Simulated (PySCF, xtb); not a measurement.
CH₄AlClOS, SMILES C[S][Al]([OH])[Cl]. The values are those of a single conformer.

Harmonic wavenumbers (cm⁻¹) from GFN2-xTB (xtb 6.7.1) at its own minimum, in rising order: 47, 80, 102, 159, 195, 205, 337, 411, 449, 591, 705, 893, 936, 950, 1312, 1439, 1453, 3038, 3045, 3050, 3775.

### Question
What does PBE-D3(BJ)/def2-SVP (PySCF) give at its own minimum? (An estimate is asked for; the answer gives what the named calculation found.)

### Answer
55, 85, 110, 176, 209, 214, 295, 418, 546, 622, 679, 861, 933, 955, 1287, 1407, 1408, 2990, 3100, 3110, 3816. Paired by order, the mean absolute difference is 29 cm⁻¹ and the zero-point energies are 33.1 and 33.3 kcal/mol.
